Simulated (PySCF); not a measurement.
Job file and geometry (Å, from GFN2-xTB) of an NMR shielding run on `C1C(CBCS[SiH3])C1`, C$_{5}$H$_{13}$BSSi, GIAO PBE0/pcSseg-1 NMR shielding, non-relativistic, gas phase (PySCF); density fitting, a coarse starting grid and PySCF grid level 2 are the driver's defaults:

```
$ OMP_NUM_THREADS=1 python probes_run.py task.json out

{"job": {"kind": "nmr", "xc": "PBE0", "basis": "pcSseg-1"}, "charge": 0, "multiplicity": 1}
Si     3.863282     0.660194     0.287820
S      2.384700    -0.307855    -0.964729
C      1.538157    -1.403557     0.255104
B      0.569427    -0.185043     0.149896
C     -0.722359    -0.259283    -0.795469
C     -1.848343     0.648022    -0.344700
C     -3.267997     0.323947    -0.699347
C     -2.796835     0.186052     0.718267
H      3.201999     1.434137     1.328402
H      4.661589    -0.418834     0.862679
H      4.594558     1.476987    -0.665996
H      1.305189    -2.337947    -0.244312
H      2.178269    -1.574592     1.114359
H      0.695551     0.704594     0.908167
H     -1.106540    -1.281664    -0.850111
H     -0.460680     0.015022    -1.822959
H     -1.579525     1.698054    -0.329855
H     -3.944850     1.130561    -0.938800
H     -3.458331    -0.579826    -1.258873
H     -3.151515     0.897669     1.448531
H     -2.664668    -0.809694     1.113835
```

Q: What does the program print?

A: 
```
coarse grid: 17824 points
cycle   1  E = -910.1575181161  dE =  8.471e-01  |g| = 4.525e-01  |ddm| = 4.039e+00
cycle   2  E = -910.1385554886  dE =  1.896e-02  |g| = 5.318e-01  |ddm| = 1.108e+00
cycle   3  E = -910.2180489641  dE = -7.949e-02  |g| = 5.520e-02  |ddm| = 6.484e-01
cycle   4  E = -910.2186851366  dE = -6.362e-04  |g| = 2.845e-02  |ddm| = 8.730e-02
cycle   5  E = -910.2188896030  dE = -2.045e-04  |g| = 6.408e-03  |ddm| = 3.234e-02
cycle   6  E = -910.2188993732  dE = -9.770e-06  |g| = 1.298e-03  |ddm| = 7.106e-03
final grid: 160760 points
cycle   7  E = -910.2664571037  dE = -4.842e-05  |g| = 9.617e-03  |ddm| = 3.660e-02
cycle   8  E = -910.2664415194  dE =  1.558e-05  |g| = 1.227e-02  |ddm| = 2.068e-02
cycle   9  E = -910.2664809933  dE = -3.947e-05  |g| = 9.485e-04  |ddm| = 1.252e-02
cycle  10  E = -910.2664812497  dE = -2.564e-07  |g| = 2.740e-04  |ddm| = 1.388e-03
cycle  11  E = -910.2664812679  dE = -1.821e-08  |g| = 6.810e-05  |ddm| = 3.016e-04
cycle  12  E = -910.2664812690  dE = -1.065e-09  |g| = 2.088e-05  |ddm| = 8.203e-05
cycle  13  E = -910.2664812691  dE = -1.019e-10  |g| = 3.960e-06  |ddm| = 2.082e-05
converged SCF energy = -910.2664812691

GIAO shielding tensors (ppm)
atom      isotropic    diamagn.    paramagn.     s11        s22        s33       span
  0 Si     388.228     879.723    -491.495    336.753    373.807    454.123    117.370
  1 S      835.563    1059.449    -223.886    654.132    792.500   1060.056    405.924
  2 C      154.447     258.979    -104.532    136.257    146.109    180.975     44.718
  3 B       89.581     187.986     -98.404     42.902     98.877    126.965     84.063
  4 C      158.721     247.730     -89.009    136.268    157.980    181.914     45.645
  5 C      172.877     242.018     -69.141    141.443    162.385    214.802     73.359
  6 C      179.043     257.797     -78.753    146.644    175.608    214.878     68.235
  7 C      179.987     251.727     -71.741    148.411    175.902    215.646     67.235
  8 H       27.371      29.296      -1.925     22.646     26.823     32.644      9.998
  9 H       27.254      28.377      -1.124     23.007     25.210     33.544     10.538
 10 H       27.132      28.503      -1.371     23.112     24.453     33.830     10.718
 11 H       29.444      33.280      -3.836     25.462     25.745     37.124     11.662
 12 H       29.662      33.940      -4.278     23.896     27.987     37.103     13.207
 13 H       28.151      32.796      -4.645     23.268     29.181     32.003      8.735
 14 H       32.088      33.448      -1.361     25.947     34.222     36.094     10.147
 15 H       29.788      31.496      -1.708     23.215     31.499     34.650     11.436
 16 H       30.704      31.349      -0.645     23.627     29.266     39.220     15.593
 17 H       31.305      30.339       0.967     25.224     26.974     41.718     16.494
 18 H       31.872      31.973      -0.101     25.766     29.699     40.151     14.385
 19 H       31.280      30.466       0.814     25.831     26.575     41.435     15.604
 20 H       31.943      31.897       0.046     26.663     29.435     39.729     13.066
```

Size and cost of the density-fitted run: 215 basis functions, 32 s wall time on 1 thread of an Intel Xeon 6975P-C, shared host; peak memory 0.96 GiB.
